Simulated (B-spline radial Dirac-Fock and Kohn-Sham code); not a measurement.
# Sc⁺ 2p3/2: cross section and angular parameters

System: scandium as Sc⁺, configuration [Ar] 3d1 4s1; threshold 415.8 eV (orbital energy of the model). Method: Dirac-Hartree-Slater photoionisation with a Latter tail; cross sections with all multipoles, angular parameters from the dipole term and its interference with E2. Computed with an atomic code on a B-spline grid.

For linearly polarised light dσ/dΩ = σ/(4π) [1 + β P₂(cos θ) + (δ + γ cos²θ) sin θ cos φ], with θ from the polarisation vector and φ the angle between the beam and the projection of the electron momentum on the plane normal to the polarisation.

```
hν (eV)  σ (kb)      β      γ      δ
    600     676  1.380  0.016  0.015
    633     593  1.411  0.041  0.016
    800     326  1.471  0.159  0.020
    930     218  1.473  0.238  0.022
   1000     178  1.468  0.277  0.024
   1190     109  1.441  0.370  0.028
 1253.6    94.3  1.430  0.398  0.030
   1830    30.9  1.315  0.597  0.045
   2000    23.6  1.281  0.641  0.050
   2420    13.1  1.202  0.733  0.062
   3030    6.40  1.099  0.835  0.079
   3930    2.74  0.974  0.945  0.106
   5180    1.09  0.837  1.051  0.141
   5260    1.03  0.830  1.057  0.143
   7270   0.337  0.674  1.165  0.196
   7390   0.318  0.666  1.171  0.199
   7800   0.263  0.641  1.187  0.209
  11200       ?      ?      ?      ?
  15000  0.0247  0.365  1.365  0.362
```

**Question.** Give the values at 11200 eV.

**Answer.** σ = 0.0721 kb, β = 0.482, γ = 1.293, δ = 0.287.
